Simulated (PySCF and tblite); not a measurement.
The numbers below are computed, except where a source is named.
2 E/Z isomers of C5H6O3, numbered alike:

| isomer | SMILES | descriptors |
| --- | --- | --- |
| A | [CH3:1][C:2](=[O:3])[O:4]/[CH:5]=[CH:6]/[CH:7]=[O:8] | 5=6 E |
| B | [CH3:1][C:2](=[O:3])[O:4]/[CH:5]=[CH:6]\[CH:7]=[O:8] | 5=6 Z |

Each isomer is a Boltzmann average at 298.15 K over at most 6 conformers: GFN2-xTB geometries, energies CAM-B3LYP/pcSseg-1 (IEF-PCM, methanol) (D3(BJ) added where defined), GFN2-xTB thermal terms. Programs: PySCF with density fitting and tblite.

Rank the isomers by free energy at 298.15 K.


```
isomer  ΔG (kcal/mol)  ΔE, lowest conformer  conformers  largest weight %  rms dipole (D)
     A            0.0                   0.0           4                89            5.28
     B            1.3                   1.2           2                96            4.22
```

If they could interconvert freely, what would the mixture hold (chiral isomers as racemates)?

A 91 %, B 9 %. A racemate gains RT ln 2.
